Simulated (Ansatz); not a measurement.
Energy difference R1 → P1 + P2, each structure at its B3LYP-D3(BJ)/def2-TZVP stationary point, reached from a drawn start (curvature not checked).
R1, H4W (SMILES [WH4]) (charge 0, multiplicity 3, Z-matrix in Å and degrees):
```
W
H 1 1.7106
H 1 1.7106 2 109.46
H 1 1.7106 2 109.47 3 -120.00
H 1 1.7106 2 109.47 3 120.00
```
P1, H3W (SMILES [WH3]) (charge 0, multiplicity 4):
```xyz
4

W     -0.0022    -0.0015    -0.3642
H      1.6472    -0.0092     0.1114
H     -0.8143     1.4313     0.1203
H     -0.8307    -1.4206     0.1327
```
P2: H atom, charge 0, multiplicity 2.

P less R. No zero-point or thermal terms; open shells are unrestricted; no spin–orbit coupling. The spin states of the d-block species are the ones drawn and need not be the lowest.

Correlated levels freeze the cores.

Programs: Ansatz (Gaussian orbitals). Each number belongs to the level named beside it. Elements past Kr take the def2 small-core potentials, without spin–orbit coupling.

**Question.** One of these levels gives 255.3 kJ/mol for the reaction energy. Which?
A. SVWN5/def2-TZVPP
B. MP2/def2-SVP
C. B97M-V/def2-TZVPP

**Answer.** B, MP2/def2-SVP. The others give 334.1 (SVWN5/def2-TZVPP), 302.7 (B97M-V/def2-TZVPP)

Ansatz is an electronic-structure program.
